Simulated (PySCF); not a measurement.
Two species compared at the same levels of theory.

First species: C3H4O3.
Numbering: `[O:1]=[C:2]([OH:3])[C@@H:4]1[CH2:5][O:6]1` (hydrogens: H7 on O3; H8 on C4; H9, H10 on C5)

Second species: C6H9NSi.
SMILES: `[SiH3]CC1=CC=CC=N1`

Levels: PBE0/def2-SVPD for dipole moment, HOMO energy, LUMO energy, HOMO–LUMO gap, static isotropic polarisability and electronic spatial extent ⟨r²⟩ about the centre of nuclear charge; TDDFT PBE0/def2-SVPD for lowest singlet excitation; TDA PBE0/def2-SVPD for lowest triplet excitation (Tamm–Dancoff); GFN2-xTB for rotational constant A and rotational constant C. Geometries: GFN2-xTB. All species are isolated and taken at one optimised geometry, non-relativistic unless stated. Electronic properties by PySCF.

Dipoles, sizes and rotational constants follow the conformer. The torsions of the flexible species, by atom-mapped SMILES:
- `[O:1]=[C:2]([OH:3])[C@@H:4]1[CH2:5][O:6]1`: O1–C2–C4–C5 -143°, H–O3–C2–O1 -3°
- `[SiH3:1][CH2:2][c:3]1[cH:4][cH:5][cH:6][cH:7][n:8]1`: Si1–C2–C3–C4 -87°

Values for the first species:

| Item | Value |
| --- | --- |
| Dipole moment | 1.95 D |
| HOMO energy | -8.27 eV |
| LUMO energy | -0.57 eV |
| HOMO–LUMO gap | 7.70 eV |
| Lowest singlet excitation | 5.58 eV |
| Lowest triplet excitation (Tamm–Dancoff) | 5.04 eV |
| Static isotropic polarisability | 45.6 au |
| Electronic spatial extent ⟨r²⟩ about the centre of nuclear charge | 510 bohr² |
| Rotational constant A | 8.102 GHz |
| Rotational constant C | 2.452 GHz |

Problem. Estimate the same properties for the second species, and the change in each.

Solution. 
```json
{"property": "dipole moment", "first": "1.95 D", "second": "1.83 D", "second less first": "-0.12 D"}
{"property": "HOMO energy", "first": "-8.27 eV", "second": "-7.15 eV", "second less first": "+1.12 eV"}
{"property": "LUMO energy", "first": "-0.57 eV", "second": "-0.77 eV", "second less first": "-0.20 eV"}
{"property": "HOMO–LUMO gap", "first": "7.70 eV", "second": "6.38 eV", "second less first": "-1.32 eV"}
{"property": "lowest singlet excitation", "first": "5.58 eV", "second": "4.89 eV", "second less first": "-0.69 eV"}
{"property": "lowest triplet excitation (Tamm–Dancoff)", "first": "5.04 eV", "second": "4.16 eV", "second less first": "-0.88 eV"}
{"property": "static isotropic polarisability", "first": "45.6 au", "second": "102.4 au", "second less first": "+56.8 au"}
{"property": "electronic spatial extent ⟨r²⟩ about the centre of nuclear charge", "first": "510 bohr²", "second": "1288 bohr²", "second less first": "+778 bohr²"}
{"property": "rotational constant A", "first": "8.102 GHz", "second": "4.027 GHz", "second less first": "-4.075 GHz"}
{"property": "rotational constant C", "first": "2.452 GHz", "second": "0.948 GHz", "second less first": "-1.504 GHz"}
```

On the first: The principal polarisabilities are 35.6, 45.1 and 56.0 au; their mean is the isotropic value. The dipole matches unit charges of opposite sign 0.41 Å apart (1 e·Å = 4.8032 D).

On the second: A dipole of 1.83 D is allowed in C1, and pure rotational transitions are dipole-allowed. The polarisability is 15.17 Å³ as a volume (1 au = 0.148185 Å³), or 1.55 au for each of the 66 electrons.
